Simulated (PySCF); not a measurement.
Ga(OH)2(OMe) (CH₅GaO₃), SMILES C[O][Ga]([OH])[OH]. Atoms are numbered in the order given.

```xyz
10

Ga     0.1021     0.2976     0.1879
O      1.1769     1.7074     0.2224
H      1.7503     1.7587    -0.5498
O     -1.0449    -0.0048     1.5062
H     -1.0048     0.6622     2.1994
O      0.1722    -0.8231    -1.1796
C     -0.6307    -1.9657    -1.3020
H     -1.2252    -1.9154    -2.2316
H     -0.0002    -2.8709    -1.3608
H     -1.3347    -2.1024    -0.4613
```

Coordinates come from a PBE0-D3(BJ)/def2-SVP optimisation. The structure was generated by enumeration; whether it is a known compound was not checked. One conformer was computed; it need not be the lowest.

Method: PBE0/pcSseg-1 (PySCF).

GIAO shieldings, no solvent; atoms listed in one row are averaged. δ = σ(ref) − σ: ¹⁷O against H2O (σ = 334.2 ppm); ¹H against TMS (σ = 31.56 ppm); ¹³C against TMS (σ = 186.3 ppm), references at their B3LYP-D3(BJ)/def2-TZVP geometries, non-relativistic.

Q: Estimate the chemical shifts. (The exact figures need the calculation; the answer reports its results.)

A: 
| nucleus | atoms | count | δ (ppm) |
|---|---|---|---|
| ¹⁷O | O6 | 1 | 27.9 |
| ¹⁷O | O2 | 1 | 26.3 |
| ¹⁷O | O4 | 1 | 19.7 |
| ¹H | H8, H9, H10 | 3 | 4.30 |
| ¹H | H3, H5 | 2 | 1.75 |
| ¹³C | C7 | 1 | 59.0 |
